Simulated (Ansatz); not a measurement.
```xyz
5

C     0.0000    0.0000   -0.5692
F     0.0000    0.0000    0.6851
H     0.0000   -0.9532   -0.9169
H    -0.8255    0.4766   -0.9169
H     0.8255    0.4766   -0.9169
```

Basis set: 6-31G* (spherical functions). Frozen core: 2 orbitals. Charge 0, multiplicity 1.

Computed with Ansatz (development build ahead of 0.2.0); each method stands on the lowest determinant of its kind that the runs found. Restricted open shells among the atoms or ions are ROHF, correlated in semicanonical orbitals with singles.

(1) Give the atomization energy at this shape (free ground-state atoms in the same class of orbitals less the molecule, no zero-point energy) of singlet CH3F by RHF-MP2, RHF.

## Answers

(1)

```
 method  atomization energy
RHF-MP2       1544.6 kJ/mol
    RHF       1253.2 kJ/mol
```

Caution: no unrestricted run beside it, a lower state can exist; the shape is not the minimum.
